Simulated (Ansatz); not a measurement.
Task: Name a neutral molecule of C, O, Si and H with size of the dipole moment (PBE/def2-TZVPP) between 1.05 and 1.35 D and HOMO–LUMO gap (PBE0/def2-TZVPP) between 8.25 and 8.55 eV (Ansatz, PBE0-D4/def2-TZVP geometry).

Result: `OCO[SiH3]` (1.30 D, 8.42 eV); `CCCO[SiH3]` (1.08 D, 8.46 eV); `[SiH3]OC1CO1` (1.24 D, 8.43 eV); `CC(O)O[SiH3]` (1.21 D, 8.32 eV); `OC(O)(O)[SiH3]` (1.33 D, 8.26 eV). Other molecules can fit too; these were computed, each in one conformer that needn't be the lowest.
